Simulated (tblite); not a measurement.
Compound: C5H5FN (charge -1).
SMILES with atom numbers: `[N:1]#[C:2][C-:3]([F:4])[CH:5]1[CH2:6][CH2:7]1` (hydrogens: H8 on C5; H9, H10 on C6; H11, H12 on C7)
Bond orders are those of one Lewis drawing.

Computed with GFN2-xTB (tblite), gas phase: nudged elastic band of 9 images (0 to 8), spring 0.2 eV/Å², climbing image at the end, force threshold 0.05 eV/Å. No saddle search or frequency run followed, so the top image need not be a first-order saddle, and its height can exceed the method's true barrier by a kcal/mol or more.

The band describes a rotation about C3–C5 (carbon bonded to 2 C and F, three-membered-ring carbon), followed by the dihedral C2–C3–C5–C7, from the optimised start (-41°) to a second optimised geometry at 113°.

Problem. Give the energy profile along the converged band.

Solution. 
| image | dihedral (°) | E (kJ/mol) | C3–C5 (Å) | C2···C7 (Å) | largest true force (eV/Å) |
| --- | --- | --- | --- | --- | --- |
| 0 | -41 | 0.00 | 1.474 | 3.10 | 0.01 |
| 1 | -22 | 1.61 | 1.474 | 3.01 | 0.04 |
| 2 | -2 | 6.07 | 1.477 | 2.98 | 0.06 |
| 3 | 18 | 11.12 | 1.483 | 3.01 | 0.04 |
| 4 | 37 | 13.67 | 1.487 | 3.09 | 0.02 |
| 5 | 56 | 12.27 | 1.487 | 3.20 | 0.04 |
| 6 | 74 | 7.95 | 1.484 | 3.33 | 0.06 |
| 7 | 93 | 3.74 | 1.479 | 3.48 | 0.05 |
| 8 | 113 | 1.70 | 1.473 | 3.64 | 0.01 |

Barriers of this band. The top is image 4 at 37°: 13.67 kJ/mol forward and 11.97 kJ/mol back; the end lies 1.70 kJ/mol above the start. The central bond is 0.013 Å longer at the top than at the start.

Problem. What rate follows at 298 K for crossing this barrier forward?

Solution. Taking the electronic barrier for the free energy of activation (no zero-point or entropy terms, transmission 1), rate = (kT/h)·exp(−ΔE/kT) ≈ 2 × 10^10 s⁻¹, whose inverse is 4 × 10^-11 s. An error of 1 kcal/mol in the barrier changes this by a factor of 5, and the method and the loose band can each miss by that much or more.

Problem. How would the two end points share their population at 298 K, from these energies alone?

Solution. exp(−ΔE/kT) with ΔE = 0.018 eV gives 0.5 for the higher one (end) against 1 for the lower, without vibrational, rotational or degeneracy terms. GFN2-xTB can put conformers this close in the wrong order.

What follows is the cost of the whole band run. Time: 2.3 s of wall time; peak memory 0.18 GiB. Hardware: AMD EPYC 9R14, one thread, shared host with 64 logical CPUs at a one-minute load of 9.3.
